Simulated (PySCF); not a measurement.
HNSi, SMILES [NH+]#[Si-].

Geometry optimised at PBE0-D3(BJ)/def2-TZVPD.

Two levels are set side by side: PBE/def2-TZVPD (PySCF) and r2SCAN/def2-TZVPD (PySCF). Same geometry, gas phase. Differences are taken from unrounded values.

```tsv
quantity	PBE
orbital gap (eV)	4.80
highest occupied level (eV)	-6.89
lowest empty level (eV)	-2.09
dipole moment (D)	0.16
mean polarisability (bohr³)	37.8
```

Q: These are the PBE values. What does r2SCAN give? (The exact figures need the calculation; the answer reports its results.)

A: 
```
quantity                     r2SCAN  PBE minus r2SCAN
---------------------------  ------  ----------------
orbital gap (eV)               5.25             -0.45
highest occupied level (eV)   -7.16              0.27
lowest empty level (eV)       -1.92             -0.18
dipole moment (D)              0.14              0.02
mean polarisability (bohr³)    37.2               0.7
```

Rough cost on one machine, each run with all the roots and properties that it gave: r2SCAN against PBE about 4 times.
